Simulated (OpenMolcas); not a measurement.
Levels of Xe3+ by method

| Quantity | Value |
| --- | --- |
| Program | OpenMolcas 26.06 |
| Basis | ANO-R1 [6s5p3d1f] |
| Scalar Hamiltonian | X2C, finite nucleus |
| Active space | 3 electrons in 3 orbitals (5p) |
| State averaging | 2S+1 = 4 odd, 1 root; 2S+1 = 2 odd, 8 roots |
| Spin-orbit coupling | RASSI with atomic mean-field integrals over the reference wave functions, term energies averaged over their components |

Methods on the same reference wave functions:
A. CASSCF
B. SS-CASPT2, IPEA 0.25 Eh, imaginary shift 0.1 Eh (closed shells correlated: 4d 5s)

Energies in cm-1 above 5s2 5p3 4S* 3/2, the measured ground level; measured values from Saloman, J. Phys. Chem. Ref. Data 33, 765 (2004).

```
          Level      A      B  Measured
5s2 5p3 4S* 3/2    0.0    0.0       0.0
5s2 5p3 2D* 3/2  17157  15930     13267
5s2 5p3 2D* 5/2  21323  20230     17511
5s2 5p3 2P* 1/2  33826  31370     28036
5s2 5p3 2P* 3/2  40466  38390     35650
```

Deviations, from unrounded energies. A percentage is the sum of absolute deviations over the sum of measured energies, with the sign that they share, or ± where signs differ.

```json
{"Against measurement": "mean absolute deviation (cm-1)", "Levels": "4", "A": "4600", "B": "2900"}
{"Against measurement": "other terms of the ground configuration (%)", "Levels": "4", "A": "+19.4", "B": "+12.1"}
```

B lies closest to measurement on these levels. The largest miss of B in the table is 5s2 5p3 2P* 1/2, by +3300 cm-1. The ranking rests on the paired levels alone, and a cruder setting can come out closer through cancelling errors.

From A to B the spin-free energies of the other terms of 5s2 5p3 shown, above 4S*, scale by factors of 0.91 to 0.93.

The lowest spin-free term lies below A's lowest term by 0.405 hartree in B.

CASPT2 does not keep the components of a term degenerate, so their means are used; among the terms shown or strongly mixed into the levels shown the widest spread is 130 cm-1 (5s2 5p3 2P*, B). With the s shell closed, the reference lacks s² → p² mixing. The basis is small and was not contracted for so high a charge. Some terms miss by over 15 % even with CASPT2, which points to a basis or an active space too small for the shells correlated (holds for B). Computed and measured levels are paired by configuration, term and J; levels that our copy of the source lacks, or whose pairing is in doubt (as where it misses far off the trend of its configuration), stay unpaired and out of the deviations. Only configurations of the active space appear.

* marks odd parity.
